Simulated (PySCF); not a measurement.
## Single point on LiAs⁻

State: ⁴Σ⁻ (quartet), unpaired electrons σ ↑, π ↑↑.

An equivalent input (the run itself took its basis sets from the Basis Set Exchange, started from a PBE0 density and held the occupation σ 7α 6β, πx 3α 2β, πy 3α 2β, δx 1α 1β, δy 1α 1β):

```python
from pyscf import gto, dft
mol = gto.M(atom='Li 0 0 0; As 0 0 2.554', basis={'Li': 'aug-cc-pVDZ', 'As': 'aug-cc-pVDZ-PP'}, ecp={'As': 'cc-pVDZ-PP'},
            charge=-1, spin=3, verbose=4, symmetry='C2v')
mf = dft.UKS(mol, xc='BLYP')
mf.grids.atom_grid = (80, 434)
mf.grids.prune = dft.gen_grid.treutler_prune
mf.irrep_nelec = {'A1': (8, 7), 'A2': (1, 1), 'B1': (3, 2), 'B2': (3, 2)}
mf.conv_tol = 1e-9
mf.max_cycle = 60
mf.diis_space = 10
mf.kernel()
```

The log (some set-up lines and the per-cycle HOMO/LUMO lines removed):

```
******** <class 'pyscf.dft.uks_symm.SymAdaptedUKS'> ********
method = SymAdaptedUKS
damping factor = 0
level_shift factor = 0
DIIS = <class 'pyscf.scf.diis.CDIIS'>
diis_start_cycle = 1
diis_space = 10
diis_damp = 0
SCF conv_tol = 1e-09
SCF conv_tol_grad = None
SCF max_cycles = 60
number electrons alpha = 15  beta = 12
Set gradient conv threshold to 3.16228e-05
init E= -339.929042398963
cycle= 1 E= -339.931103026611  delta_E= -0.00206  |g|= 0.0236  |ddm|= 0.459
cycle= 2 E= -339.930969512828  delta_E= 0.000134  |g|= 0.0237  |ddm|= 0.146
cycle= 3 E= -339.931357316425  delta_E= -0.000388  |g|= 0.00386  |ddm|= 0.0922
cycle= 4 E= -339.931374244859  delta_E= -1.69e-05  |g|= 0.000688  |ddm|= 0.0178
cycle= 5 E= -339.931375218916  delta_E= -9.74e-07  |g|= 0.00015  |ddm|= 0.00575
cycle= 6 E= -339.931375258435  delta_E= -3.95e-08  |g|= 3.09e-05  |ddm|= 0.00169
cycle= 7 E= -339.931375260973  delta_E= -2.54e-09  |g|= 4.77e-06  |ddm|= 0.000453
cycle= 8 E= -339.931375261065  delta_E= -9.29e-11  |g|= 1.32e-06  |ddm|= 8.61e-05
Extra cycle  E= -339.931375261065  delta_E= 8.53e-13  |g|= 1.96e-06  |ddm|= 2.98e-05
converged SCF energy = -339.931375261065  <S^2> = 3.7531486  2S+1 = 4.001574
```

Repeating this along the bond gives Re = 2.571 Å and ωe = 331 cm⁻¹.

A point of this curve took 0.39 CPU seconds beside 0.23 for the integrals, on Arm Neoverse V2 (shared host).

Spin–orbit coupling is left out. Counting both spins, an empty level lies below a filled one in this solution, because spin and occupation are held. The highest Kohn–Sham level is positive in this anion. Much of that is self-interaction error, but it also means that the finite basis helps to hold the extra electron. The state is the lowest determinant that a PBE0 search found; another state may lie lower at other levels.
